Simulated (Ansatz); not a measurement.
Results of the Gaussian-basis code of Ansatz.

A structure relaxed at PBE0-D4/def2-TZVP, charge 0, multiplicity 1:

```xyz
12

N    -0.1678   -0.9276   -1.1783
B     0.0351    0.2029   -0.3609
N     0.0100    1.5235   -0.8627
C     0.2956   -0.0484    1.1881
O    -0.0509   -1.3590    1.6358
H    -0.3041   -0.9041   -2.1726
H    -0.0342   -1.8485   -0.7988
H    -0.0822    1.7566   -1.8351
H     0.1112    2.3255   -0.2682
H     1.3673    0.0552    1.3923
H    -0.1964    0.7141    1.8116
H    -0.9835   -1.4902    1.4489
```

(1) Give its formula and SMILES.

(2) Summarise the bond lengths by kind.

## Answers

(1) CH7BN2O, `NB(N)CO`.

(2) 2 × B–N 1.410 to 1.413 Å; 4 × H–N 1.003 to 1.005 Å; 1 × B–C 1.591 Å; 1 × C–O 1.428 Å; 2 × C–H 1.096 to 1.101 Å; 1 × H–O 0.960 Å.
